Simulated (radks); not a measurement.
Problem. Mn II, 24 electrons, occupied as [Ar] 3d5 4s1. Method: Dirac Kohn-Sham, PBEsol, spin-unpolarised, spherical densities, finite nucleus; open shells fill j = l - 1/2 first; Fermi nuclear charge, rms radius 3.7057 fm; computed with a radial shooting solver on a logarithmic mesh with Libxc functionals. Some entries of the table are withheld. Estimate them.

orbital  occ.  eigenvalue (hartree)  <r^2> (bohr^2)  <r> (bohr)
1s1/2       2             -236.2791        0.004995     0.06094
2s1/2       2             -27.59565         0.09234         (1)
2p1/2       2             -23.68707             (2)      0.2452
2p3/2       4             -23.30436             (3)      0.2482
3s1/2       2              -3.44747          0.8399      0.8527
3p1/2       2                   (4)          0.9544      0.8993
3p3/2       4                   (5)          0.9738      0.9084
3d3/2       4              -0.55024           1.853       1.185
3d5/2       1              -0.54582           1.871       1.190
4s1/2       1              -0.43627           8.947         (6)

Solution. 
(1) 2s1/2 <r> (bohr): 0.2795
(2) 2p1/2 <r^2> (bohr^2): 0.07408
(3) 2p3/2 <r^2> (bohr^2): 0.07574
(4) 3p1/2 eigenvalue (hartree): -2.33436
(5) 3p3/2 eigenvalue (hartree): -2.28770
(6) 4s1/2 <r> (bohr): 2.798
